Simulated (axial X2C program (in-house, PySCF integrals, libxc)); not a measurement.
# Testing model relations on CaO

A bond curve at the PBE0 level, with spin–orbit coupling, was computed with an in-house all-electron X2C program for linear molecules (integrals from PySCF) (basis Ca dyall-cv3z [11s12p6d4f], O dyall-av3z [7s6p3d2f] (cores contracted in-house)) for the state Ω = 0 (closed shell). Its fit gives Re = 1.7940 Å, ωe = 798.0 cm⁻¹, ωexe = 3.29 cm⁻¹ and αe = 2.518e-03 cm⁻¹; the masses are 39.9626 and 15.9949 u. Two-component means X2C with spin–orbit coupling and atomic mean-field Coulomb and Gaunt terms.

(1) Find the reduced mass, Be and the force constant.

(2) A Morse curve ties αe to the other constants (Pekeris). How well does that hold?

(3) The dipole moment p changes by 6.31 D/Å at Re. What harmonic infrared intensity follows?

(4) Where do the fundamental and the first overtone lie?

(5) Give B0, the J = 1←0 line in GHz and the most populated J at 300 K (kT = 208.5 cm⁻¹).

Occupations by symmetry block were frozen at the best pattern of an incomplete PBE0 search.

Answers

(1) From the PBE0 values: μ = 11.4229 u. Be = 16.8576/(μ Re²) = 0.4585 cm⁻¹. k = 5.8918×10⁻⁷ μ ωe² = 4.29 mdyn/Å.

(2) αe(Morse) = 6Be²/ωe × (√(ωexe/Be) − 1) = 2.654e-03 cm⁻¹; the PBE0 curve gives 2.518e-03 cm⁻¹, a ratio of 1.05.

(3) I = 42.256 × (dp/dR)²/μ = 150 km/mol.

(4) ν(1←0) = ωe − 2ωexe = 791.4 cm⁻¹; ν(2←0) = 2ωe − 6ωexe = 1576.3 cm⁻¹.

(5) B0 = Be − αe/2 = 0.4573 cm⁻¹; 2B0 = 27.42 GHz; J(max) ≈ √(kT/2B0) − 1/2 = 14.6, so J = 15.
